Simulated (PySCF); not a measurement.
Job file and geometry (Å, from GFN2-xTB) of an NMR shielding run on SMILES [Si](OC)(OC)(OC)S[SiH3], C3H12O3SSi2, PySCF, GIAO PBE0/pcSseg-1 NMR shielding, non-relativistic, gas phase; density fitting, a coarse starting grid and PySCF grid level 2 are the driver's defaults:

```
$ OMP_NUM_THREADS=1 python probes_run.py task.json out

{"job": {"kind": "nmr", "xc": "PBE0", "basis": "pcSseg-1"}, "charge": 0, "multiplicity": 1}
C     -0.326803    -0.107214     2.840491
O     -0.627607    -0.643470     1.575458
Si    -0.015423    -0.239108     0.129227
O     -0.447402    -1.419408    -0.886980
C     -0.174320    -2.792132    -0.757903
O     -0.531384     1.151780    -0.527281
C     -1.841875     1.437859    -0.948102
S      2.081664     0.098128     0.267436
Si     2.303254     1.614712    -1.239163
H     -0.761172    -0.772501     3.586683
H      0.753864    -0.046363     2.979855
H     -0.757036     0.891146     2.943252
H      0.903427    -2.964727    -0.773524
H     -0.642808    -3.297007    -1.602387
H     -0.581848    -3.174973     0.178056
H     -2.532015     1.401518    -0.103529
H     -2.162512     0.715779    -1.698933
H     -1.834834     2.440239    -1.375299
H      3.754038     1.716680    -1.319304
H      1.727740     1.148430    -2.492452
H      1.704130     2.857574    -0.776074
```

Question: What does the program print?

Answer: 
```
coarse grid: 18832 points
cycle   1  E = -1323.4310939143  dE =  1.096e+00  |g| = 1.013e+00  |ddm| = 4.065e+00
cycle   2  E = -1323.2311201114  dE =  2.000e-01  |g| = 1.469e+00  |ddm| = 1.839e+00
cycle   3  E = -1323.6102794989  dE = -3.792e-01  |g| = 9.940e-02  |ddm| = 1.197e+00
cycle   4  E = -1323.6121108342  dE = -1.831e-03  |g| = 4.380e-02  |ddm| = 1.478e-01
cycle   5  E = -1323.6125797052  dE = -4.689e-04  |g| = 6.154e-03  |ddm| = 5.562e-02
cycle   6  E = -1323.6125858495  dE = -6.144e-06  |g| = 2.674e-03  |ddm| = 6.803e-03
final grid: 167312 points
cycle   7  E = -1323.6980956509  dE = -2.554e-05  |g| = 1.509e-02  |ddm| = 2.604e-02
cycle   8  E = -1323.6980619497  dE =  3.370e-05  |g| = 2.065e-02  |ddm| = 2.096e-02
cycle   9  E = -1323.6981361235  dE = -7.417e-05  |g| = 1.700e-03  |ddm| = 1.259e-02
cycle  10  E = -1323.6981367433  dE = -6.198e-07  |g| = 1.418e-04  |ddm| = 1.596e-03
cycle  11  E = -1323.6981367465  dE = -3.222e-09  |g| = 9.339e-05  |ddm| = 1.882e-04
cycle  12  E = -1323.6981367479  dE = -1.402e-09  |g| = 2.378e-05  |ddm| = 7.413e-05
cycle  13  E = -1323.6981367480  dE = -1.191e-10  |g| = 4.080e-06  |ddm| = 2.471e-05
converged SCF energy = -1323.6981367480

GIAO shielding tensors (ppm)
atom      isotropic    diamagn.    paramagn.     s11        s22        s33       span
  0 C      132.508     243.654    -111.146    106.498    107.204    183.822     77.324
  1 O      295.665     402.049    -106.385    229.840    304.900    352.254    122.413
  2 Si     401.918     886.783    -484.865    383.644    408.002    414.106     30.462
  3 O      298.419     402.768    -104.349    228.433    322.625    344.200    115.767
  4 C      134.176     243.028    -108.852    107.004    110.042    185.484     78.480
  5 O      291.823     404.144    -112.321    254.680    302.815    317.974     63.294
  6 C      134.042     243.455    -109.414    106.829    108.857    186.439     79.609
  7 S      820.372    1064.265    -243.893    743.900    786.642    930.575    186.676
  8 Si     406.875     880.645    -473.770    368.886    402.270    449.470     80.584
  9 H       27.796      28.168      -0.372     23.099     25.278     35.012     11.914
 10 H       27.685      30.188      -2.503     22.478     27.258     33.320     10.842
 11 H       27.889      29.971      -2.081     23.309     25.474     34.885     11.576
 12 H       27.853      29.700      -1.847     22.863     26.453     34.241     11.378
 13 H       27.876      28.237      -0.361     23.184     25.244     35.200     12.016
 14 H       27.947      29.616      -1.669     22.963     26.188     34.690     11.727
 15 H       27.897      30.173      -2.276     22.818     25.723     35.149     12.331
 16 H       27.783      30.354      -2.571     22.775     25.934     34.638     11.863
 17 H       27.996      29.177      -1.180     23.285     25.601     35.103     11.818
 18 H       27.258      29.167      -1.908     22.998     24.844     33.932     10.934
 19 H       27.221      30.606      -3.384     23.202     25.866     32.596      9.393
 20 H       27.208      30.582      -3.374     23.112     25.636     32.877      9.765
```

Question: Turn these shieldings into chemical shifts. Shifts are taken against calculated references (same method and geometry level): 13C (σ = 186.93 ppm), 29Si (σ = 349.16 ppm), 1H (σ = 31.72 ppm) against TMS; 17O (σ = 336.08 ppm) against H2O; 33S (σ = 503.73 ppm) vs CS2.

Answer: Averaging equivalent atoms: C 0/4/6: 53.3; O 1/3/5: 40.8; Si 2: -52.8; Si 8: -57.7; S 7: -317; H 18/19/20: 4.49; H 9/10/11/12/13/14/15/16/17: 3.86 ppm. Experimental scales use liquid or dissolved standards, which lie at an offset from isolated H2O (liquid H2O: subtract about 36 ppm).

Size and cost of the density-fitted run: 234 basis functions, 100 s wall time on 1 thread of an Arm Neoverse N1, shared host; peak memory 1.1 GiB.
